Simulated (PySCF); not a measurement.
## Broadened absorption spectrum of C5H4F3P

Compound: C₅H₄F₃P.
SMILES: `C#CP(C)C(F)=C(F)F`

Computed, not measured: TDDFT PBE0/def2-SVPD, vertical, gas phase, core orbitals frozen in the response (PySCF). One conformer (not necessarily the lowest) at the GFN2-xTB geometry, without solvent, vibrations or thermal averaging. Torsions of this conformer, `[CH:1]#[C:2][P:3]([CH3:4])[C:5]([F:6])=[C:7]([F:8])[F:9]`: C2–P3–C5–F6 -131°.

Each state is given a Gaussian of 0.5 eV full width at half maximum, with ε(max) = 2.175×10⁸ f / Δν̃ (Δν̃ the width in cm⁻¹). The width is an assumption, not a result. The curve ends short of the highest state used, and states not computed would add to its high-energy end.

```json
{"E (eV)": "4.42", "ε (L mol⁻¹ cm⁻¹)": "2"}
{"E (eV)": "4.46", "ε (L mol⁻¹ cm⁻¹)": "5"}
{"E (eV)": "4.50", "ε (L mol⁻¹ cm⁻¹)": "8"}
{"E (eV)": "4.54", "ε (L mol⁻¹ cm⁻¹)": "15"}
{"E (eV)": "4.58", "ε (L mol⁻¹ cm⁻¹)": "26"}
{"E (eV)": "4.62", "ε (L mol⁻¹ cm⁻¹)": "42"}
{"E (eV)": "4.67", "ε (L mol⁻¹ cm⁻¹)": "76"}
{"E (eV)": "4.71", "ε (L mol⁻¹ cm⁻¹)": "116"}
{"E (eV)": "4.75", "ε (L mol⁻¹ cm⁻¹)": "171"}
{"E (eV)": "4.79", "ε (L mol⁻¹ cm⁻¹)": "245"}
{"E (eV)": "4.83", "ε (L mol⁻¹ cm⁻¹)": "338"}
{"E (eV)": "4.87", "ε (L mol⁻¹ cm⁻¹)": "452"}
{"E (eV)": "4.92", "ε (L mol⁻¹ cm⁻¹)": "621"}
{"E (eV)": "4.96", "ε (L mol⁻¹ cm⁻¹)": "774"}
{"E (eV)": "5.00", "ε (L mol⁻¹ cm⁻¹)": "937"}
{"E (eV)": "5.04", "ε (L mol⁻¹ cm⁻¹)": "1104"}
{"E (eV)": "5.08", "ε (L mol⁻¹ cm⁻¹)": "1269"}
{"E (eV)": "5.12", "ε (L mol⁻¹ cm⁻¹)": "1427"}
{"E (eV)": "5.17", "ε (L mol⁻¹ cm⁻¹)": "1610"}
{"E (eV)": "5.21", "ε (L mol⁻¹ cm⁻¹)": "1741"}
{"E (eV)": "5.25", "ε (L mol⁻¹ cm⁻¹)": "1858"}
{"E (eV)": "5.29", "ε (L mol⁻¹ cm⁻¹)": "1962"}
{"E (eV)": "5.33", "ε (L mol⁻¹ cm⁻¹)": "2049"}
{"E (eV)": "5.37", "ε (L mol⁻¹ cm⁻¹)": "2118"}
{"E (eV)": "5.42", "ε (L mol⁻¹ cm⁻¹)": "2173"}
{"E (eV)": "5.46", "ε (L mol⁻¹ cm⁻¹)": "2188"}
{"E (eV)": "5.50", "ε (L mol⁻¹ cm⁻¹)": "2176"}
{"E (eV)": "5.54", "ε (L mol⁻¹ cm⁻¹)": "2141"}
{"E (eV)": "5.58", "ε (L mol⁻¹ cm⁻¹)": "2093"}
{"E (eV)": "5.62", "ε (L mol⁻¹ cm⁻¹)": "2048"}
{"E (eV)": "5.67", "ε (L mol⁻¹ cm⁻¹)": "2033"}
{"E (eV)": "5.71", "ε (L mol⁻¹ cm⁻¹)": "2088"}
{"E (eV)": "5.75", "ε (L mol⁻¹ cm⁻¹)": "2235"}
{"E (eV)": "5.79", "ε (L mol⁻¹ cm⁻¹)": "2500"}
{"E (eV)": "5.83", "ε (L mol⁻¹ cm⁻¹)": "2900"}
{"E (eV)": "5.87", "ε (L mol⁻¹ cm⁻¹)": "3439"}
```

Question: Where are the band maxima, and which computed states make them?

Answer: 227 nm (5.46 eV), ε about 2200, made up of S1 (20%) and S2 (76%) (ε in L mol⁻¹ cm⁻¹; maxima over ε = 5, shares over 10%). At its high-energy end, 5.87 eV, the curve is still rising (ε about 3400, from S2 and S4). The states used: S1 5.17 eV (f 0.021); S2 5.52 eV (f 0.032); S3 5.83 eV (f 0.0043); S4 6.17 eV (f 0.127); S5 6.27 eV (f 0.022); S6 6.47 eV (f 0.0072).

Question: On this curve, what absorbance would a 10⁻⁵ mol/L sample give at 280 nm over a 1 cm path?

Answer: 280 nm is 4.428 eV, where ε is about 2.7 L mol⁻¹ cm⁻¹, so A = ε c l ≈ 2.7e-05 (Beer–Lambert, with the gas-phase spectrum and the assumed width).

Question: Coming from long wavelengths, where does ε first pass 100 L mol⁻¹ cm⁻¹?

Answer: At about 264 nm (4.70 eV), 0.47 eV below S1.

Question: What would ε be at 5.46 eV, the highest of these maxima, with half the width (0.25 eV)?

Answer: About 3070 L mol⁻¹ cm⁻¹ against 2190, a factor of about 1.4; a lone state at its own centre would give exactly 2.
